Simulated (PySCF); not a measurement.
## Fractional electron number in Br²⁺ (bromine, charge +2)

The 4p alpha orbital of [Ar] 3d10 4s2 4p3 is emptied in steps (occupation f), with all orbitals relaxed, ending at [Ar] 3d10 4s2 4p2. All numbers are calculated (PySCF 2.14, a scalar-relativistic core potential, in aug-cc-pVTZ-PP with ECP10MDF (6s5p4d2f, 55 functions)). The exact energy is a straight line in f; departures are measured from the line between the end points of the same method.

```csv
f,UHF (eV),LDA (eV),PBE (eV),PBE0 (eV),r2SCAN (eV),LC-wPBE (eV),BHandHLYP (eV),wB97X (eV),r2SCAN0 (eV),TPSS (eV)
1,0.000,0.000,0.000,0.000,0.000,0.000,0.000,0.000,0.000,0.000
0.8,0.088,-0.933,-0.907,-0.660,-0.859,-0.192,-0.428,-0.241,-0.628,-0.886
0.6,0.130,-1.401,-1.359,-0.987,-1.277,-0.284,-0.641,-0.361,-0.932,-1.326
0.4,0.129,-1.402,-1.356,-0.982,-1.262,-0.279,-0.640,-0.360,-0.919,-1.321
0.2,0.085,-0.935,-0.901,-0.651,-0.831,-0.182,-0.426,-0.241,-0.605,-0.875
0,0.000,0.000,0.000,0.000,0.000,0.000,0.000,0.000,0.000,0.000
```

```
   method  E(f=0) − E(f=1) (eV)  −ε at f=1 (eV)  −ε at f=0.4 (eV)
      UHF                34.637          35.192            34.523
      LDA                35.186          29.366            36.353
      PBE                35.017          29.348            36.166
     PBE0                35.152          31.020            35.995
   r2SCAN                35.395          29.993            36.525
  LC-wPBE                35.171          33.961            35.428
BHandHLYP                35.014          32.338            35.554
    wB97X                34.882          33.371            35.181
  r2SCAN0                35.412          31.460            36.243
     TPSS                35.103          29.559            36.234
```

Orbital energy along the path (eV):

```
  f      UHF      LDA      PBE     PBE0   r2SCAN  LC-wPBE  BHandHLYP    wB97X  r2SCAN0     TPSS
  1  -35.192  -29.366  -29.348  -31.020  -29.993  -33.961    -32.338  -33.371  -31.460  -29.559
0.8  -34.961  -31.679  -31.620  -32.687  -32.207  -34.463    -33.412  -33.983  -33.086  -31.788
0.6  -34.739  -34.011  -33.897  -34.349  -34.400  -34.955    -34.485  -34.585  -34.693  -34.018
0.4  -34.523  -36.353  -36.166  -35.995  -36.525  -35.428    -35.554  -35.181  -36.243  -36.234
0.2  -34.315  -38.694  -38.413  -37.615  -38.560  -35.874    -36.615  -35.781  -37.721  -38.417
  0  -34.112  -41.018  -40.621  -39.195  -40.529  -36.279    -37.668  -36.395  -39.136  -40.526
```

Reference removal energy between the ground levels: 34.871 ± 0.019 eV (measured; NIST Atomic Spectra Database, ionization energies). The calculation has no spin-orbit coupling. UHF lacks correlation.
